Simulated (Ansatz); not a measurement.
Geometry optimisation, RKS PBE-D4/def2-SVP in Ansatz.

Input file:

```yaml
crystal:
  periodic: [false, false, false]
  atoms:
    - { symbol: Ta, position_ang: [-0.205129, 0.145088, 0.255648] }
    - { symbol: F, position_ang: [1.692863, 0.424051, 0.308244] }
    - { symbol: F, position_ang: [-0.13049, 0.241092, 2.153343] }
    - { symbol: F, position_ang: [0.079953, -0.654168, -1.441903] }
    - { symbol: O, position_ang: [-1.005028, 1.766839, -0.197778] }
    - { symbol: H, position_ang: [-1.398038, 2.579087, 0.16266] }
    - { symbol: F, position_ang: [-1.592192, -1.118696, 0.501842] }
    - { symbol: "N", position_ang: [1.672076, -2.501786, 1.08351] }
    - { symbol: H, position_ang: [1.122351, -2.875628, 0.302942] }
    - { symbol: H, position_ang: [1.082255, -2.381054, 1.913417] }
    - { symbol: H, position_ang: [2.11388, -1.595824, 0.820275] }
basis:
  gaussian: { orbitals: def2-SVP }
hamiltonian:
  xc: pbe
  dispersion: d4
relax:
  f_tol: 0.03
  max_steps: 50
```

Launched with:

```bash
$ ansatz run input.yaml --threads 4 --pin off --max-ram 5120MiB --backend cpu --events-out ev --progress --plain --runs-dir out
```

**Question.** Where does it end, and by what steps?

**Answer.** It converged. After 11 steps the energy has fallen by 1.107 eV; N8 moved furthest, 0.77 Å. Joined: Ta1–N8.

```csv
step,energy less start (eV),largest force component (eV/Å),accepted
0,0.0000,0.735,yes
1,-0.0671,0.850,yes
2,-0.1339,1.345,yes
3,-0.1435,2.021,yes
4,-0.3188,1.725,yes
5,-0.6743,1.788,yes
6,-1.0725,0.602,yes
7,-1.0732,0.700,yes
8,-1.0987,0.211,yes
9,-1.1005,0.122,yes
10,-1.1057,0.101,yes
11,-1.1067,0.018,yes
```

```xyz
11
Properties=species:S:1:pos:R:3
Ta -0.023 0.002 0.389
F 1.780 0.649 0.309
F 0.091 0.118 2.298
F 0.222 -0.702 -1.375
O -0.964 1.575 0.012
H -1.455 2.393 -0.139
F -1.473 -1.227 0.612
N 1.165 -1.966 0.879
H 0.952 -2.727 0.220
H 0.961 -2.303 1.831
H 2.177 -1.782 0.827
```

The run took 23 s on 4 threads of Arm Neoverse V2, on a shared host, peak memory 0.2 GiB.
